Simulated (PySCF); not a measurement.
# Electron correlation in F⁻ (fluorine, charge -1)

[Ne], closed-shell 1S. Calculation: PySCF 2.14, in dyall-av2z (11s7p2d, 42 functions); no relativity, point nucleus. Frozen: 1s2; 8 electrons correlated; the 8 highest virtual orbitals of each spin left out.

| level | correlation energy (mhartree) |
| --- | --- |
| CCSD | -256.42 |
| (T) | -8.46 |
| CCSD(T) | -264.88 |

Diagnostics: T1 = 0.023, D1 = 0.0372, largest double amplitude 0.036.

Cost of the coupled-cluster step: roughly 0.7 core-seconds, for 8 correlated electrons.

Iterations:

```
CC2 = 0
CCSD nocc = 4, nmo = 33
frozen orbitals [0, 34, 35, 36, 37, 38, 39, 40, 41]
max_cycle = 100
direct = 0
conv_tol = 1e-08
conv_tol_normt = 1e-06
diis_space = 8
diis_start_cycle = 0
Init t2, MP2 energy = -99.7184506666371  E_corr(MP2) -0.262643841041307
Init E_corr(CCSD) = -0.262643841042398
cycle = 1  E_corr(CCSD) = -0.24739657610913  dE = 0.0152472649  norm(t1,t2) = 0.0659438
cycle = 2  E_corr(CCSD) = -0.257483470198704  dE = -0.0100868941  norm(t1,t2) = 0.0288599
cycle = 3  E_corr(CCSD) = -0.255906157087748  dE = 0.00157731311  norm(t1,t2) = 0.0227488
cycle = 4  E_corr(CCSD) = -0.256319540939715  dE = -0.000413383852  norm(t1,t2) = 0.00530226
cycle = 5  E_corr(CCSD) = -0.256475537020387  dE = -0.000155996081  norm(t1,t2) = 0.000679915
cycle = 6  E_corr(CCSD) = -0.256441538145496  dE = 3.39988749e-05  norm(t1,t2) = 0.000267291
cycle = 7  E_corr(CCSD) = -0.256420405610162  dE = 2.11325353e-05  norm(t1,t2) = 6.2201e-05
cycle = 8  E_corr(CCSD) = -0.2564197914192  dE = 6.14190962e-07  norm(t1,t2) = 2.27338e-05
cycle = 9  E_corr(CCSD) = -0.256420261526276  dE = -4.70107076e-07  norm(t1,t2) = 1.98711e-06
cycle = 10  E_corr(CCSD) = -0.25642008049172  dE = 1.81034556e-07  norm(t1,t2) = 4.35273e-07
cycle = 11  E_corr(CCSD) = -0.256420093748914  dE = -1.32571938e-08  norm(t1,t2) = 1.00959e-07
cycle = 12  E_corr(CCSD) = -0.256420088018913  dE = 5.7300017e-09  norm(t1,t2) = 2.82597e-08
CCSD converged
E(CCSD) = -99.71222691361471  E_corr = -0.2564200880189126
CCSD(T) correction = -0.00846145851260701
```
